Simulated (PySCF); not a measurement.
**Trend along group 13: MCl cations**

HF with double-zeta basis sets in PySCF, for the lowest determinant that a PBE0 search found; no spin–orbit coupling. De refers to high-spin ground-configuration atoms (the charge goes to the atom of lower measured ionisation energy or higher electron affinity, which is not always the lowest computed limit). A positive dipole points towards Cl; it is taken about the centre of mass and depends on that origin.

| M | basis | reference | charged atom | state (unpaired electrons) | Re (Å) | ωe (cm⁻¹) | De (eV) | μ (D) |
| --- | --- | --- | --- | --- | --- | --- | --- | --- |
| B | aug-cc-pVDZ/aug-cc-pV(D+d)Z | UHF | B+ | doublet (σ ↑) | 1.603 | 1172 | 2.97 | -3.25 |
| Al | def2-SVP | UHF | Al+ | doublet (σ ↑) | 2.026 | 633 | 1.35 | -6.44 |
| Ga | cc-pVDZ-PP/cc-pV(D+d)Z | UHF | Ga+ | doublet (σ ↑) | 2.103 | 409 | 0.11 | -3.86 |
| In | x2c-SVPall | UHF | In+ | doublet (σ ↑) | 2.319 | 320 | 0.07 | -3.92 |
| Tl | def2-SVP | UHF | Tl+ | doublet (π ↑) | 3.489 | 69.2 | n/a | -1.26 |

The shortest bond is that of BCl⁺ (1.603 Å), the longest that of TlCl⁺ (3.489 Å).

The rows differ in basis set, which adds steps of its own.

The state changes along the series, so neighbouring rows are not always alike in their bonding.

Spin–orbit coupling is left out, which matters for elements this heavy, above all for dissociation energies. For an ion De counts to the pair picked by the measured ionisation energies or electron affinities, which need not be the lowest pair at this level. Hartree–Fock leaves out correlation, which carries a large part of most bond energies and some tenths to 1 eV of ionisation energies. States were picked by a PBE0 search and need not be the measured ground states.
